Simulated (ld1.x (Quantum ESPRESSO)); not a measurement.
# thallium: excitation energies, all-electron against TM

* Element: thallium
* Generator: ld1.x (Quantum ESPRESSO) 7.5
* Type: norm-conserving Troullier–Martins (Kleinman–Bylander form)
* Functional: LDA (PZ)
* Relativity: fully relativistic
* Frozen core: [Xe] 4f14
* Valence charge: 13
* Reference configuration: 5d10 6s2 6p0 (charge +1)
* Partial waves: 6p (bound, empty): rc 2.50 bohr; 5d (bound): rc 2.20 bohr; 6s (bound): rc 2.10 bohr
* Local potential: the s channel
* Core correction: none

Open shells are filled in proportion to 2j + 1 (rel_dist='average').

Energies are relative to the spin-unpolarised reference configuration 5d10 6s2 6p0; without spin polarisation the order of configurations can differ from experiment. The frozen-core shift is the all-electron ΔE with the core orbitals held at their reference shape minus the fully relaxed ΔE.

```json
{"valence configuration": "5d10 6s2 6p1", "charge": "0", "ΔE all-electron (eV)": "-5.517", "error AE − PS (meV)": "0.0", "frozen-core shift (meV)": "-0.1"}
{"valence configuration": "5d10 6s0 6p0", "charge": "+3", "ΔE all-electron (eV)": "51.800", "error AE − PS (meV)": "+7.3", "frozen-core shift (meV)": "+9.5"}
{"valence configuration": "5d10 6s1 6p1", "charge": "+1", "ΔE all-electron (eV)": "8.246", "error AE − PS (meV)": "-0.9", "frozen-core shift (meV)": "+0.6"}
{"valence configuration": "5d10 6s1 6p2", "charge": "0", "ΔE all-electron (eV)": "1.842", "error AE − PS (meV)": "-3.3", "frozen-core shift (meV)": "+0.3"}
{"valence configuration": "5d9 6s2 6p1", "charge": "+1", "ΔE all-electron (eV)": "15.855", "error AE − PS (meV)": "-112", "frozen-core shift (meV)": "+49"}
```

Q: What are ΔE and the potential's error for 5d10 6s1 6p0?

A: ΔE = 21.202 eV all-electron; the error (AE − PS) is +1.6 meV.

Q: What are ΔE and the potential's error for 5d10 6s0 6p3?

A: ΔE = 9.610 eV all-electron; the error (AE − PS) is -9.0 meV.

Levels in the configuration 5d9 6s2 6p1:

```json
{"level": "5d j=3/2", "all-electron (eV)": "-28.892", "pseudo (eV)": "-29.093"}
{"level": "5d j=5/2", "all-electron (eV)": "-26.541", "pseudo (eV)": "-26.726"}
{"level": "6s j=1/2", "all-electron (eV)": "-19.062", "pseudo (eV)": "-19.052"}
{"level": "6p j=1/2", "all-electron (eV)": "-11.356", "pseudo (eV)": "-11.327"}
{"level": "6p j=3/2", "all-electron (eV)": "-9.561", "pseudo (eV)": "-9.518"}
```

A variational frozen-core shift is positive and of second order in the change. This column holds negative values, so the frozen-core run of ld1.x carries numerical noise or an error of first order here, and the column gives no more than the rough size of the effect.
